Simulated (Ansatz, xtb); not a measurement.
A geometry optimisation of Cl2GaH3OSi with r2SCAN-D4/def2-SVP

The starting geometry of this gas-phase singlet was built from a drawn formula by distance geometry; its bonds are those of `O[Si](Cl)(Cl)[GaH2]`.

```xyz
8

Cl   -2.3014    0.2310    0.3113
Cl   -1.5292   -0.9997    3.3218
Ga    0.6689   -1.2508    0.4249
O    -2.0297   -2.8434    0.8033
Si   -1.3235   -1.3564    1.1896
H    -2.8597   -2.9063    1.2353
H     0.4940   -1.2893   -1.2309
H     1.9517   -1.7503    1.1937
```

Task: Predict what becomes of its bonds when it is optimised with r2SCAN-D4/def2-SVP.

Result: It keeps its bonds, and is `O[Si](Cl)(Cl)[GaH2]`. Distances that change by over a tenth: Ga3–Si5 (2.14 → 2.39 Å).

The energy falls by 0.86 eV over 23 steps:

```json
{"step": "1", "E − E(last) (eV)": "0.859"}
{"step": "3", "E − E(last) (eV)": "0.051"}
{"step": "6", "E − E(last) (eV)": "0.014"}
{"step": "8", "E − E(last) (eV)": "0.010"}
{"step": "11", "E − E(last) (eV)": "0.007"}
{"step": "13", "E − E(last) (eV)": "0.005"}
{"step": "16", "E − E(last) (eV)": "0.001"}
{"step": "18", "E − E(last) (eV)": "0.000"}
{"step": "21", "E − E(last) (eV)": "0.000"}
{"step": "23", "E − E(last) (eV)": "0.000"}
```

Final geometry (Å):

```xyz
8

Cl   -2.2635    0.3942    0.7247
Cl   -1.3743   -1.4730    3.3425
Ga    0.7678   -1.4303    0.2595
O    -2.3453   -2.6788    0.7165
Si   -1.4005   -1.4367    1.2590
H    -3.2331   -2.7726    1.0881
H     1.0060   -2.1145   -1.1246
H     1.9142   -0.6537    0.9831
```

From the same start GFN2-xTB ends elsewhere, differing in Cl1–Ga3 (2.08 against 3.57 Å here), Cl1–Si5 (4.41 against 2.09 Å here), Ga3–O4 (2.25 against 3.39 Å here).

The end wasn't checked by frequencies. Run with Ansatz 0.2.0, 90 s on 2 threads of Arm Neoverse V1, with other jobs on the host.
